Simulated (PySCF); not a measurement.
These compounds are isomers of formula C$_{6}$H$_{10}$N$_{2}$.

A. SMILES C1(CC)=NC=CN1C
B. SMILES C=C/C(C)=N/N=C\C
C. SMILES c1cnc(C(C)C)[nH]1
D. `InChI=1S/C6H10N2/c1-3-5-7-8-6-4-2/h3,5-6H,1,4H2,2H3/b7-5+,8-6-`

Spectrum 1. $^{1}$H NMR (300 MHz, computed): δ 6.77 (m, 1H), 6.38 (q, 1H), 5.55 (m, 1H), 5.50 (m, 1H), 1.77 (s, 3H), 1.69 (d, 3H). $^{13}$C{$^{1}$H} NMR (computed): δ 147.7 (CH), 135.5 (C), 125.9 (CH), 119.9 (CH2), 16.5 (CH3), 11.8 (CH3).

Spectrum 2. $^{1}$H NMR (300 MHz, computed): δ 7.06 (m, 1H), 6.69 (m, 1H), 3.71 (s, 3H), 2.82 (q, 2H), 1.16 (t, 3H). $^{13}$C{$^{1}$H} NMR (computed): δ 151.6 (C), 133.6 (CH), 124.2 (CH), 33.2 (CH3), 25.6 (CH2), 15.8 (CH3).

Spectrum 3. $^{1}$H NMR (300 MHz, computed): δ 6.77 (m, 1H), 6.66 (m, 1H), 6.19 (t, 1H), 5.67 (m, 1H), 5.62 (m, 1H), 2.02 (m, 2H), 1.13 (t, 3H). $^{13}$C{$^{1}$H} NMR (computed): δ 145.7 (CH), 130.6 (CH), 130.1 (CH), 124.4 (CH2), 24.1 (CH2), 14.2 (CH3).

Spectrum 4. $^{1}$H NMR (300 MHz, computed): δ 8.04 (br s, 1H), 7.07 (m, 1H), 6.90 (m, 1H), 3.28 (sept, 1H), 1.23 (d, 6H). $^{13}$C{$^{1}$H} NMR (computed): δ 154.5 (C), 133.6 (CH), 118.4 (CH), 33.7 (CH), 25.5 (CH3).

- σ from GIAO-PBE0/pcSseg-1
- geometry from GFN2-xTB
- run in PySCF 2.14
- a single conformation, no relativistic terms, fast rotation and ring inversion assumed for equivalent nuclei, no solvent

References, each an isolated molecule treated in the same way: $^{1}$H, $^{13}$C against TMS. Where no couplings were computed, multiplicities follow the n + 1 count of equivalent neighbours, and m marks all less simple cases (inequivalent or close neighbours, rings, F or P nearby). Shifts are as computed. Against solution values, carbons near 30 ppm lie about +3 ppm off and those near 130 ppm about +5 ppm. Of 1211 compounds with measured shifts, 218 miss one by over three times the rms of a fit or turn the order of signals round; such compounds aren't used in these exercises. OH and NH positions are gas-phase values without hydrogen bonding to other molecules.

Which spectrum belongs to which compound?

Answers

1–B, 2–A, 3–D, 4–C.

- Spectrum 1 (B): 6 $^{13}$C signals; δC 147.7 is an alkene CH; δC 119.9 is a terminal =CH2 carbon.
- Spectrum 2 (A): 6 $^{13}$C signals; δC 33.2 is a methyl carbon bonded to N; δC 25.6 is an sp3 CH2 on an aromatic ring.
- Spectrum 3 (D): 6 $^{13}$C signals; δC 145.7 is an alkene CH; δC 124.4 is a terminal =CH2 carbon.
- Spectrum 4 (C): 5 $^{13}$C signals; δC 33.7 is an sp3 CH on an aromatic ring; δC 25.5 is a methyl carbon.
